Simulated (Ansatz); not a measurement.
Consider the redistribution: `[CH3][Al]([NH2])[SiH2]F` + `BCBN` → `BCB[SiH2]F` + `[CH3][Al]([NH2])[NH2]`.

Gas-phase electronic energies from Ansatz, PBE0-D4/def2-TZVP geometries. CCSD(T)/CBS is the MP2 limit (def2-TZVPP, def2-QZVPP) plus CCSD(T) − MP2 in def2-TZVPP, frozen cores. DFT in def2-TZVPP. One conformer a species, not always the lowest.

`[CH3][Al]([NH2])[SiH2]F`:

Z-matrix (Å, degrees):
```
C
Al 1 1.949
H 1 1.094 2 111.0
H 1 1.095 2 111.0 3 118.2
H 1 1.093 2 112.4 3 -121.0
N 2 1.771 1 120.4 3 124.9
Si 2 2.470 1 124.3 3 -56.2
H 6 1.007 2 125.1 1 -178.4
H 6 1.008 2 125.0 1 0.9
F 7 1.618 2 109.9 1 29.5
H 7 1.493 2 114.0 1 149.1
H 7 1.494 2 113.6 1 -89.6
```

`BCBN`:

```xyz
11

B    -0.146    1.638    0.203
C     0.675    0.534   -0.488
B     0.305   -0.764    0.349
N    -0.701   -1.627   -0.069
H    -1.208    1.983   -0.237
H     0.223    2.124    1.234
H     0.425    0.391   -1.542
H     1.751    0.683   -0.354
H     0.865   -1.018    1.378
H    -0.955   -2.457    0.438
H    -1.235   -1.488   -0.912
```

`BCB[SiH2]F`:

Z-matrix (Å, degrees):
```
C
B 1 1.557
B 1 1.549 2 108.3
H 1 1.090 2 115.6 3 132.1
H 1 1.107 2 99.2 3 -108.9
Si 2 2.008 1 119.0 3 -127.5
H 2 1.198 1 118.6 3 52.9
H 3 1.197 1 121.1 2 112.9
H 3 1.196 1 119.6 2 -65.1
F 6 1.607 2 114.0 1 -179.6
H 6 1.491 2 109.8 1 59.9
H 6 1.491 2 110.1 1 -58.9
```

`[CH3][Al]([NH2])[NH2]`:

Z-matrix (Å, degrees):
```
C
Al 1 1.949
H 1 1.093 2 112.0
H 1 1.094 2 111.6 3 -120.7
H 1 1.094 2 111.2 3 120.1
N 2 1.774 1 120.7 3 167.3
N 2 1.773 1 120.9 3 -13.0
H 6 1.006 2 126.1 1 179.1
H 6 1.006 2 124.0 1 -0.7
H 7 1.006 2 124.0 1 0.5
H 7 1.006 2 126.1 1 -179.3
```

| species | r2SCAN energy (Eh) |
| --- | --- |
| `[CH3][Al]([NH2])[SiH2]F` | -728.89191 |
| `BCBN` | -146.75705 |
| `BCB[SiH2]F` | -481.31899 |
| `[CH3][Al]([NH2])[NH2]` | -394.30285 |

Q: Work out ΔE.

A: ΔE = (-481.31899) + (-394.30285) − (-728.89191) − (-146.75705) = 0.02712 Eh = +0.74 eV. CCSD(T)/CBS gives +0.69 eV.

Largest T1 diagnostic among the species: 0.013.

In def2-TZVPP, CCSD(T) changes the Hartree–Fock value by +0.08 eV (the triples alone add +0.02 eV) and MP2 by +0.05 eV. From PBE to PBE0 (25 % exact exchange), in def2-TZVPP and without D4, ΔE moves by −0.05 eV.
